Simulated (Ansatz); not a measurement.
## Nudged elastic band run: GaH4N

Input file:

```yaml
crystal:
  periodic: [false, false, false]
  atoms:
    - { symbol: Ga, position_ang: [0.243723, -0.000764, 0.140981] }
    - { symbol: H, position_ang: [0.231481, -0.615516, 1.572851] }
    - { symbol: H, position_ang: [1.478615, 0.61157, -0.585844] }
    - { symbol: "N", position_ang: [-1.319637, 0.001068, -0.762155] }
    - { symbol: H, position_ang: [-2.189658, -0.368311, -0.396493] }
    - { symbol: H, position_ang: [-1.438425, 0.371954, -1.697841] }
basis:
  gaussian: { orbitals: def2-SVP }
hamiltonian:
  xc: cam_b3lyp
  dispersion: d4
neb:
  order_check: false
  images: 9
  f_tol: 0.03
  max_iterations: 60
  spring: 0.5
  final_atoms:
    - { symbol: Ga, position_ang: [-1.23153719, -2.13974915, -0.90327361] }
    - { symbol: H, position_ang: [0.84413513, 0.71759031, 0.4290214] }
    - { symbol: H, position_ang: [1.4283358, 1.0977294, 0.74732272] }
    - { symbol: "N", position_ang: [-1.29933994, -0.28385151, -0.69574978] }
    - { symbol: H, position_ang: [-1.7209664, 0.20944206, 0.09075365] }
    - { symbol: H, position_ang: [-1.01452841, 0.39883989, -1.39657539] }
  initial_path:
    images:
      - { positions_ang: [[0.243723, -0.000764, 0.140981], [0.231481, -0.615516, 1.572851], [1.478615, 0.61157, -0.585844], [-1.319637, 0.001068, -0.762155], [-2.189658, -0.368311, -0.396493], [-1.438425, 0.371954, -1.697841]] }
      - { positions_ang: [[0.19498496, -0.00074675, 0.11277319], [0.42890546, -0.48103377, 1.51475733], [1.52686338, 0.47681072, -0.38594331], [-1.39000515, 0.00117233, -0.80269679], [-2.22928841, -0.4464433, -0.47435023], [-1.52536125, 0.45024176, -1.69304118]] }
      - { positions_ang: [[0.14624692, -0.0007295, 0.08456537], [0.62632993, -0.34655153, 1.45666365], [1.57511176, 0.34205144, -0.18604263], [-1.46037329, 0.00127666, -0.84323858], [-2.26891882, -0.5245756, -0.55220745], [-1.6122975, 0.52852953, -1.68824137]] }
      - { positions_ang: [[0.09750888, -0.00071224, 0.05635756], [0.82375439, -0.2120693, 1.39856998], [1.62336014, 0.20729216, 0.01385806], [-1.53074144, 0.00138098, -0.88378036], [-2.30854923, -0.6027079, -0.63006468], [-1.69923375, 0.60681729, -1.68344155]] }
      - { positions_ang: [[0.04877084, -0.00069499, 0.02814974], [1.02117886, -0.07758706, 1.3404763], [1.67160852, 0.07253289, 0.21375875], [-1.60110959, 0.00148531, -0.92432215], [-2.34817964, -0.6808402, -0.7079219], [-1.78617, 0.68510505, -1.67864174]] }
      - { positions_ang: [[3.28e-05, -0.00067774, -5.807e-05], [1.21860332, 0.05689517, 1.28238263], [1.71985691, -0.06222639, 0.41365944], [-1.67147773, 0.00158964, -0.96486394], [-2.38781005, -0.7589725, -0.78577913], [-1.87310624, 0.76339282, -1.67384192]] }
      - { positions_ang: [[-0.2462812, -0.42849202, -0.18070118], [1.14370969, 0.1890342, 1.11171038], [1.66155268, 0.16976477, 0.48039209], [-1.59705017, -0.05549859, -0.91104111], [-2.25444132, -0.56528959, -0.61047257], [-1.70139068, 0.69048223, -1.61838862]] }
      - { positions_ang: [[-0.49259519, -0.8563063, -0.36134429], [1.06881605, 0.32117323, 0.94103814], [1.60324846, 0.40175593, 0.54712475], [-1.52262262, -0.11258682, -0.85721828], [-2.12107259, -0.37160667, -0.43516602], [-1.52967511, 0.61757165, -1.56293531]] }
      - { positions_ang: [[-0.73890919, -1.28412058, -0.54198739], [0.99392241, 0.45331225, 0.77036589], [1.54494424, 0.63374708, 0.61385741], [-1.44819506, -0.16967505, -0.80339545], [-1.98770386, -0.17792376, -0.25985946], [-1.35795954, 0.54466106, -1.507482]] }
      - { positions_ang: [[-0.98522319, -1.71193487, -0.7226305], [0.91902877, 0.58545128, 0.59969365], [1.48664002, 0.86573824, 0.68059006], [-1.3737675, -0.22676328, -0.74957261], [-1.85433513, 0.01575915, -0.0845529], [-1.18624397, 0.47175048, -1.45202869]] }
      - { positions_ang: [[-1.23153719, -2.13974915, -0.90327361], [0.84413513, 0.71759031, 0.4290214], [1.4283358, 1.0977294, 0.74732272], [-1.29933994, -0.28385151, -0.69574978], [-1.7209664, 0.20944206, 0.09075365], [-1.01452841, 0.39883989, -1.39657539]] }
```

Launched with:

```bash
$ ansatz run input.yaml --threads 2 --pin off --max-ram 3072MiB --backend cpu --events-out ev --progress --plain --runs-dir out
```

Output, in part (warnings, iteration lines, the closing report on the highest movable image, with atoms numbered from 0):

```
NEB end point (image 0): max|allowed force component| = 2.462e-2 eV/Å (the criterion of neb.relax_end_points is 1.000e-2)
NEB end point (image 10): max|allowed force component| = 2.908e-2 eV/Å (the criterion of neb.relax_end_points is 1.000e-2)
NEB iter   1: max|band force component| = 3.160e1 eV/Å  barrier→ = 11.1452 eV  barrier← = 10.4887 eV  Δτ_max = 0.2000 Å  (285 SCF iters)
NEB iter   2: max|band force component| = 9.830e0 eV/Å  barrier→ = 4.0254 eV  barrier← = 3.3689 eV  Δτ_max = 0.2000 Å  (270 SCF iters)
NEB iter   3: max|band force component| = 5.316e0 eV/Å  barrier→ = 4.9670 eV  barrier← = 4.3105 eV  Δτ_max = 0.1990 Å  (271 SCF iters)
NEB iter   4: max|band force component| = 3.137e0 eV/Å  barrier→ = 5.9986 eV  barrier← = 5.3420 eV  Δτ_max = 0.1043 Å  (287 SCF iters)
NEB iter   5: max|band force component| = 3.295e0 eV/Å  barrier→ = 4.6291 eV  barrier← = 3.9726 eV  Δτ_max = 0.0513 Å  (281 SCF iters)
NEB iter   6: max|band force component| = 2.879e0 eV/Å  barrier→ = 4.3248 eV  barrier← = 3.6683 eV  Δτ_max = 0.1000 Å  (252 SCF iters)
NEB iter   7: max|band force component| = 2.354e0 eV/Å  barrier→ = 4.2614 eV  barrier← = 3.6048 eV  Δτ_max = 0.0514 Å  (260 SCF iters)
NEB iter   8: max|band force component| = 2.152e0 eV/Å  barrier→ = 4.0882 eV  barrier← = 3.4316 eV  Δτ_max = 0.1029 Å  (250 SCF iters)
NEB iter   9: max|band force component| = 3.197e0 eV/Å  barrier→ = 3.8625 eV  barrier← = 3.2060 eV  Δτ_max = 0.0984 Å  (264 SCF iters)
NEB iter  10: max|band force component| = 3.433e0 eV/Å  barrier→ = 3.5383 eV  barrier← = 2.8817 eV  Δτ_max = 0.0514 Å  (267 SCF iters)
NEB iter  11: max|band force component| = 2.569e0 eV/Å  barrier→ = 3.3087 eV  barrier← = 2.6521 eV  Δτ_max = 0.1032 Å  (250 SCF iters)
NEB iter  12: max|band force component| = 1.987e0 eV/Å  barrier→ = 3.0954 eV  barrier← = 2.4388 eV  Δτ_max = 0.2000 Å  (258 SCF iters)
NEB iter  13: max|band force component| = 1.727e0 eV/Å  barrier→ = 3.2753 eV  barrier← = 2.6188 eV  Δτ_max = 0.2000 Å  (257 SCF iters)
NEB iter  14: max|band force component| = 2.083e0 eV/Å  barrier→ = 3.1403 eV  barrier← = 2.4838 eV  Δτ_max = 0.1011 Å  (253 SCF iters)
NEB iter  15: max|band force component| = 1.437e0 eV/Å  barrier→ = 3.0823 eV  barrier← = 2.4257 eV  Δτ_max = 0.0992 Å  (243 SCF iters)
NEB iter  16: max|band force component| = 5.780e-1 eV/Å  barrier→ = 3.0703 eV  barrier← = 2.4137 eV  Δτ_max = 0.2000 Å  (237 SCF iters)
NEB iter  17: max|band force component| = 8.596e-1 eV/Å  barrier→ = 2.7542 eV  barrier← = 2.0977 eV  Δτ_max = 0.1015 Å  (249 SCF iters)
NEB iter  18: max|band force component| = 6.299e-1 eV/Å  barrier→ = 2.5316 eV  barrier← = 1.8751 eV  Δτ_max = 0.0997 Å  (239 SCF iters)
NEB iter  19: max|band force component| = 2.558e0 eV/Å  barrier→ = 2.4510 eV  barrier← = 1.7945 eV  CI = image 3  Δτ_max = 0.0995 Å  (246 SCF iters)
NEB iter  20: max|band force component| = 1.745e0 eV/Å  barrier→ = 2.9495 eV  barrier← = 2.2930 eV  CI = image 3  Δτ_max = 0.1967 Å  (245 SCF iters)
NEB iter  21: max|band force component| = 7.735e-1 eV/Å  barrier→ = 3.0665 eV  barrier← = 2.4099 eV  CI = image 3  Δτ_max = 0.0599 Å  (239 SCF iters)
NEB iter  22: max|band force component| = 1.429e-1 eV/Å  barrier→ = 3.0868 eV  barrier← = 2.4303 eV  CI = image 3  Δτ_max = 0.0645 Å  (233 SCF iters)
NEB iter  23: max|band force component| = 1.591e-1 eV/Å  barrier→ = 3.0855 eV  barrier← = 2.4290 eV  CI = image 3  Δτ_max = 0.0319 Å  (230 SCF iters)
NEB iter  24: max|band force component| = 7.507e-2 eV/Å  barrier→ = 3.0851 eV  barrier← = 2.4286 eV  CI = image 3  Δτ_max = 0.0302 Å  (220 SCF iters)
NEB iter  25: max|band force component| = 4.210e-2 eV/Å  barrier→ = 3.0849 eV  barrier← = 2.4284 eV  CI = image 3  Δτ_max = 0.0169 Å  (221 SCF iters)
NEB iter  26: max|band force component| = 2.358e-2 eV/Å  barrier→ = 3.0849 eV  barrier← = 2.4283 eV  CI = image 3  Δτ_max = 0.0000 Å  (448 SCF iters)
Total energy: -53924.87122729 eV, -1981.7024660123 hartree
Atom 0 at    -0.298047    -0.365275     0.552321 Å, force     0.021568    -0.004940     0.015972 eV/Å
Atom 1 at     1.136805    -0.196876     1.057663 Å, force    -0.007613    -0.003908    -0.001129 eV/Å
Atom 2 at     1.212808     0.445182    -0.171929 Å, force     0.002056     0.007100    -0.001369 eV/Å
Atom 3 at    -1.437324    -0.026678    -0.784949 Å, force    -0.012052     0.003680    -0.013336 eV/Å
Atom 4 at    -2.400938    -0.332873    -0.750154 Å, force    -0.005165     0.004632    -0.002718 eV/Å
Atom 5 at    -1.207205     0.476520    -1.631453 Å, force     0.001207    -0.006565     0.002580 eV/Å
Dipole moment:    -0.301421    -0.006585    -0.159450 e Å
```

The forces met the threshold. Beside the main top the profile has a ripple of under 15 meV (maxima at images 3, 6), which may be a very shallow well or noise. Neighbouring images differ by up to 2.3 eV, so the band resolves the path poorly. Another band between the same ends (9 images) ends at a top of the same energy, where a vibrational analysis finds 1 clearly imaginary mode. The orbitals stay closed-shell, which can raise the energy where a bond breaks towards radicals; this wasn't checked here.

Final band (atoms are numbered from 1 in the order of the input):

| image | path coordinate (Å) | energy (eV) | Ga1–H2 (Å) | Ga1–H3 (Å) | H2–H3 (Å) |
| --- | --- | --- | --- | --- | --- |
| 0 | 0.00 | 0.00 | 1.56 | 1.56 | 2.78 |
| 1 | 0.59 | 0.24 | 1.54 | 1.55 | 2.54 |
| 2 | 1.17 | 1.43 | 1.50 | 1.59 | 1.98 |
| 3 | 1.76 | 3.08 | 1.53 | 1.86 | 1.39 |
| 4 | 2.73 | 0.82 | 2.39 | 2.68 | 0.77 |
| 5 | 3.71 | 0.72 | 3.25 | 3.68 | 0.76 |
| 6 | 4.69 | 0.73 | 3.44 | 4.05 | 0.76 |
| 7 | 5.66 | 0.73 | 3.39 | 3.99 | 0.76 |
| 8 | 6.62 | 0.73 | 3.54 | 4.11 | 0.76 |
| 9 | 7.58 | 0.69 | 3.54 | 4.15 | 0.76 |
| 10 | 8.54 | 0.66 | 3.77 | 4.50 | 0.77 |

Run time: 4.8 min on 2 threads of Arm Neoverse V1 (shared host), peak memory 0.15 GiB.
